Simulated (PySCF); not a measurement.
Harmonic spectrum computed at PBE0 in the def2-TZVP basis family (core potentials from Rb on, PySCF, no spin–orbit coupling):

| symmetry | ω (cm⁻¹) | IR (km/mol) |
| --- | --- | --- |
| a' | 104 | 23.0 |
| a' | 394 | 33.7 |
| a' | 688 | 155 |

Question: Which molecule gave it? In each, all ligands are bound to the one heavy central atom.
A. CuFCl (doublet)
B. SnFCl (singlet)
C. GeFCl (singlet)
D. CoFCl (quartet)
E. AlFCl (doublet)

Answer: A. It has Cs symmetry with Cu–Cl 2.067 Å, Cu–F 1.725 Å.
